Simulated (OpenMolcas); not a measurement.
# N2+: effect of the active space

```yaml
Program: OpenMolcas 26.06
Method: CASSCF
Basis: ANO-R1
Scalar_Hamiltonian: X2C, finite nucleus
Spin-orbit_coupling: state interaction with AMFI integrals over the reference wave functions, term energies averaged over their components
```

A. 3 electrons in 4 orbitals (2s 2p); 2S+1 = 4 odd, 1 root; 2S+1 = 2 odd, 11 roots; 2S+1 = 4 even, 3 roots; 2S+1 = 2 even, 9 roots; cost roughly 13 core-seconds
B. 3 electrons in 8 orbitals (2s 2p 3s 3p); 2S+1 = 2 odd, 3 roots; 2S+1 = 4 odd, 1 root kept (CI in the orbitals of an earlier block, 0 in the spin-orbit step); 2S+1 = 2 even, 9 roots; 2S+1 = 4 even, 3 roots kept (CI in the orbitals of an earlier block); cost roughly 17 core-seconds

Energies in cm-1 above 2s2 2p 2P* 1/2, the measured ground level; measured values from Moore, Selected Tables of Atomic Spectra, NSRDS-NBS 3, section 5.

| Level | A | B | Measured |
| --- | --- | --- | --- |
| 2s2 2p 2P* 1/2 | 0.0 | 0.0 | 0.0 |
| 2s2 2p 2P* 3/2 | 154 | 163 | 174 |
| 2s 2p2 4P 1/2 | 50046 | 50658 |  |
| 2s 2p2 4P 3/2 | 50102 | 50715 | 57247 |
| 2s 2p2 4P 5/2 | 50196 | 50808 | 57328 |
| 2s 2p2 2D 3/2 | 104297 | 104383 | 101031 |
| 2s 2p2 2D 5/2 | 104297 | 104386 | 101024 |
| 2s 2p2 2S 1/2 | 133796 | 132570 | 131004 |

Deviations, from unrounded energies. A percentage is the sum of absolute deviations over the sum of measured energies, with the sign that they share, or ± where signs differ.

```tsv
Against measurement	Levels	A	B
mean absolute deviation (cm-1)	6	3900	3600
fine structure of the ground term (%)	1	-11.6	-6.6
other configurations (%)	5	±5.3	±4.8
```

B lies closest to measurement on these levels. The largest miss of B in the table is 2s 2p2 4P 3/2, by -6500 cm-1. The ranking rests on the paired levels alone, and a cruder setting can come out closer through cancelling errors.

Between A and B the level of the table that moves most is 2s 2p2 2S 1/2, by 1200 cm-1 (lowest in B, highest in A).

Terms from blocks run as CI alone lack orbitals of their own (holds for B). Active for correlation alone: 3p 3s; no level in the range computed is led by a configuration that fills them, so any true level of that kind is missing (holds for B). Measured partners are found by configuration, term and J. A level has none where our copy of the source lacks it or the pairing is in doubt (some pairs that miss far off the trend of their configuration count as doubtful), and it then counts in no deviation. Only configurations of the active space appear. The table leaves out levels that lie high or whose names do not pair safely across all columns.

* marks odd parity.
